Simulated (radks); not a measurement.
Results of a calculation; reference values are marked as such.
Ionisation of the lead ion Pb+, [Hg] 6p1, to [Hg] as the strength of local exchange is varied. Level of theory: Dirac Kohn-Sham, Slater X-alpha exchange (alpha = 2/3 is LDA exchange), no correlation, spin-unpolarised, spherical densities, finite nucleus; open shells fill j = l - 1/2 first; Fermi nuclear charge, rms radius 5.5012 fm (a radial shooting solver on a logarithmic mesh with Libxc functionals).

alpha  E(Pb+) (hartree)  exchange (hartree)  IE (eV)  -e of the level emptied (eV)  <r> of it (bohr)
0.667       -20902.7872           -370.1253   14.020                10.133 (6p1/2)             2.812
0.885       -21024.1195           -494.0326   16.093                12.071 (6p1/2)             2.651
0.907       -21036.4042           -506.6171   16.310                12.275 (6p1/2)             2.636
0.951       -21060.9957           -531.8302   16.747                12.688 (6p1/2)             2.607
1.032       -21106.3434           -578.3987   17.567                13.464 (6p1/2)             2.556

NIST Atomic Spectra Database: 15.032 eV (measured). The Delta-SCF value meets it near alpha = 0.77. Spin polarisation and multiplet splitting are left out, so open shells lie too high by an amount that depends on their filling.

Beside tabulated values, note that spin-unpolarised runs miss the spin-polarisation part of the exchange energy of open shells.
